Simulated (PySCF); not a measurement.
**Radial density of B⁺ (boron, charge +1)**

UHF, [He] 2s2, closed-shell 1S. All numbers are calculated (PySCF 2.14, the spin-free X2C one-electron Hamiltonian (Gaussian nucleus), in aug-cc-pVDZ-DK (4s3p2d, 23 functions)).

| r (bohr) | 4πr²ρ (e/bohr) |
| --- | --- |
| 0.00670 | 0.03878 |
| 0.0113 | 0.1049 |
| 0.0190 | 0.2723 |
| 0.0319 | 0.6759 |
| 0.0536 | 1.537 |
| 0.0902 | 3.035 |
| 0.152 | 4.707 |
| 0.255 | 4.924 |
| 0.429 | 2.698 |
| 0.722 | 0.8231 |
| 1.21 | 1.119 |
| 2.04 | 0.8761 |
| 3.44 | 0.1241 |
| 5.78 | 0.001268 |
| 9.72 | 1.762e-05 |

Densities and radii are taken from the X2C orbitals without a picture-change correction, which distorts them close to the nucleus.
